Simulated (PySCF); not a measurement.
Nonlinear optical response: `C=C=CB(C)C`, C5H9B

Molfile (atoms numbered from 1):
```
C5H9B
     RDKit          3D

 15 14  0  0  0  0  0  0  0  0999 V2000
    2.9111   -0.6508   -0.1594 C   0  0  0  0  0  0  0  0  0  0  0  0
    1.8315    0.0041    0.1755 C   0  0  0  0  0  0  0  0  0  0  0  0
    0.7188    0.6323    0.4954 C   0  0  0  0  0  0  0  0  0  0  0  0
   -0.6891    0.0470    0.1518 B   0  0  0  0  0  0  0  0  0  0  0  0
   -1.9654    0.8897    0.5238 C   0  0  0  0  0  0  0  0  0  0  0  0
   -0.8418   -1.3436   -0.5642 C   0  0  0  0  0  0  0  0  0  0  0  0
    3.4008   -0.4759   -1.1227 H   0  0  0  0  0  0  0  0  0  0  0  0
    3.3580   -1.3858    0.5173 H   0  0  0  0  0  0  0  0  0  0  0  0
    0.8168    1.5894    1.0268 H   0  0  0  0  0  0  0  0  0  0  0  0
   -2.8724    0.2827    0.6669 H   0  0  0  0  0  0  0  0  0  0  0  0
   -1.8285    1.5583    1.3875 H   0  0  0  0  0  0  0  0  0  0  0  0
   -2.1671    1.5452   -0.3462 H   0  0  0  0  0  0  0  0  0  0  0  0
    0.0853   -1.7533   -0.9903 H   0  0  0  0  0  0  0  0  0  0  0  0
   -1.6237   -1.3153   -1.3410 H   0  0  0  0  0  0  0  0  0  0  0  0
   -1.2092   -2.0631    0.1917 H   0  0  0  0  0  0  0  0  0  0  0  0
  1  2  2  0
  2  3  2  0
  3  4  1  0
  4  5  1  0
  4  6  1  0
  1  7  1  0
  1  8  1  0
  3  9  1  0
  5 10  1  0
  5 11  1  0
  5 12  1  0
  6 13  1  0
  6 14  1  0
  6 15  1  0
M  END
```

The calculation used PySCF 2.14.0, quadratic response wB97X-D/def2-SVPD first hyperpolarisability, Taylor convention, gas phase. Geometry: PBE0-D3(BJ)/def2-SVP.

Question: What is the first hyperpolarisability, and how does it disperse?

Answer: In au, Taylor convention; the vector part is βᵢ = ⅓ Σⱼ (βᵢⱼⱼ + βⱼᵢⱼ + βⱼⱼᵢ); β∥ is 3/5 of the vector part along the dipole, the dipole points from − to +:
```tsv
process	λ (nm)	β vector norm	β∥	β HRS	depolarisation ratio
static β(0;0,0)	∞	163.8	89.8	70.5	4.43
second harmonic β(−2ω;ω,ω)	1550	182.3	100.2	78.2	4.47
Pockels β(−ω;ω,0)	1550	169.6	93.1	–	–
second harmonic β(−2ω;ω,ω)	1064	207.3	114.1	88.5	4.51
Pockels β(−ω;ω,0)	1064	176.6	96.9	–	–
second harmonic β(−2ω;ω,ω)	694.3	301.8	167.0	127.6	4.58
Pockels β(−ω;ω,0)	694.3	196.4	108.0	–	–
```

Question: Which lowest excitations, dipole and polarisabilities go with it?

Answer: S1 4.84 eV (f = 0.000); S2 6.14 eV (f = 0.001); S3 6.18 eV (f = 0.338); dipole 0.37 D; isotropic α 79.8 au static, 80.2 au at 1550 nm, 80.7 au at 1064 nm, 81.6 au at 775 nm, 82.0 au at 694.3 nm, 83.7 au at 532 nm, 90.5 au at 347.1 nm.
